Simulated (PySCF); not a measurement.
**Vertical excitation energies**

Compound: C5H9PS.
InChI=1S/C5H9PS/c1-3-6(7)4-5(6)2/h3,5H,1,4H2,2H3/t5-,6-/m1/s1

Method: PySCF 2.14.0, density-fitted response routines, TDDFT wB97X-D/def2-SVPD, vertical, gas phase, core orbitals frozen in the response. One conformer (not necessarily the lowest) at the GFN2-xTB geometry, without solvent, vibrations or thermal averaging. Torsions of this conformer, `[CH2:1]=[CH:2][P@@:3]1(=[S:4])[CH2:5][C@H:6]1[CH3:7]`: C1–C2–P3–S4 5°.

Task: What does the calculation give for the low-lying excited states?

Result: 

| state | E (eV) | E (kJ/mol) | λ (nm) | f | main configurations (H = HOMO, L = LUMO) |
| --- | --- | --- | --- | --- | --- |
| S1 | 4.81 | 464 | 257.8 | 0.060 | H→L (97%) |
| S2 | 5.06 | 488 | 244.9 | 0.0005 | H-1→L (95%) |
| S3 | 5.29 | 510 | 234.3 | 0.020 | H→L+1 (63%), H→L+2 (23%) |
| S4 | 5.83 | 562 | 212.8 | 0.034 | H-1→L+1 (60%), H-1→L+2 (27%) |
| S5 | 6.32 | 610 | 196.1 | 0.0084 | H→L+4 (32%), H→L+2 (28%), H→L+1 (9%) |
| S6 | 6.52 | 629 | 190.1 | 0.052 | H→L+6 (25%), H→L+3 (19%), H→L+2 (13%) |
| S7 | 6.73 | 649 | 184.4 | 0.112 | H-2→L (30%), H→L+5 (14%), H→L+7 (9%) |
| S8 | 6.79 | 655 | 182.6 | 0.018 | H-1→L+6 (24%), H-1→L+4 (18%), H-1→L+7 (12%) |

Triplets, Tamm–Dancoff:

```csv
state,E (eV),λ (nm),"main configurations (H = HOMO, L = LUMO)"
T1,4.13,300.0,"H→L (54%), H-2→L (34%)"
T2,4.59,270.4,"H-2→L (42%), H→L (33%)"
T3,4.81,257.8,"H→L+1 (51%), H→L+2 (24%)"
```

The lowest singlet comes at 258 nm (464 kJ/mol) in the ultraviolet; it is of moderate strength; its leading configuration is HOMO→LUMO (97%). The strongest level in the table is S7 at 6.73 eV (184 nm, f = 0.112). Löwdin shares by element: HOMO sulfur 62%, carbon 16% or more, phosphorus 16%; LUMO carbon 67% or more, phosphorus 11% (atoms not listed hold the other 23%). Weighted by f, the mean energy of these states is 6.11 eV. The listed states span 1.98 eV, and the widest gap between neighbours is 0.53 eV (S3 to S4). The oscillator strengths of these states sum to 0.305; summed over the whole spectrum of an exact calculation they would give the number of electrons, 70 (Thomas–Reiche–Kuhn). Only the lowest 8 singlets were computed, as vertical energies without vibronic structure.
